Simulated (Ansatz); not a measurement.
Two members of one family (Ge6H12 nanocrystal and its variants) that differ in charge, which shifts all levels, computed with Ansatz in the gas phase. The structures are stationary points that may keep the symmetry of their start.

First: Ge6H12, rod (singlet, charge 0, PBE0-D4/def2-SVP geometry).

```xyz
18

Ge    0.806    0.203   -2.170
Ge   -2.308    0.012    0.275
Ge    1.270    0.963    1.692
Ge    2.308   -0.012   -0.275
Ge   -0.805   -0.203    2.171
Ge   -1.270   -0.963   -1.693
H     1.461   -0.353   -3.451
H     0.499    1.698   -2.400
H    -3.661   -0.668    0.572
H    -2.572    1.509    0.013
H     2.225    0.898    2.902
H     0.957    2.448    1.409
H     2.571   -1.510   -0.012
H     3.662    0.666   -0.572
H    -0.498   -1.698    2.399
H    -1.461    0.353    3.452
H    -0.958   -2.447   -1.411
H    -2.225   -0.895   -2.902
```

| level | HOMO (eV) | LUMO (eV) | gap (eV) |
| --- | --- | --- | --- |
| PBE-D4/def2-SVP | -6.61 | -1.06 | 5.56 |
| PBE-D4/def2-TZVP | -6.65 | -1.16 | 5.48 |
| r2SCAN-D4/def2-TZVP | -6.90 | -0.97 | 5.93 |
| PBE0-D4/def2-SVP | -7.62 | -0.28 | 7.34 |
| PBE0-D4/def2-TZVP | -7.60 | -0.44 | 7.17 |

Second: Ge5PH12⁺, rod, P on a surface site (singlet, charge 1, PBE0-D4/def2-SVP geometry).

```xyz
18

Ge   -0.452   -2.105    0.881
Ge   -0.056    0.125   -2.343
Ge    1.581    1.369    1.017
P     0.126   -0.156    2.099
Ge    0.384    2.088   -0.979
Ge   -1.595   -1.297   -1.112
H    -1.262   -2.902    1.912
H     0.942   -2.711    0.662
H    -0.686    0.545   -3.678
H     1.260   -0.636   -2.565
H     1.844    2.403    2.120
H     2.800    0.464    0.785
H    -1.064    0.527    2.449
H     0.644   -0.509    3.370
H    -0.913    2.740   -0.475
H     1.291    3.123   -1.659
H    -2.817   -0.516   -0.603
H    -2.027   -2.553   -1.882
```

Question: What does the change do? Estimate second minus first.

Answer: 
| level | Δ HOMO (eV) | Δ LUMO (eV) | Δ gap (eV) |
| --- | --- | --- | --- |
| PBE-D4/def2-SVP | -3.93 | -4.62 | -0.69 |
| PBE-D4/def2-TZVP | -3.90 | -4.58 | -0.68 |
| r2SCAN-D4/def2-TZVP | -3.89 | -4.57 | -0.68 |
| PBE0-D4/def2-SVP | -3.93 | -4.61 | -0.67 |
| PBE0-D4/def2-TZVP | -3.92 | -4.50 | -0.58 |
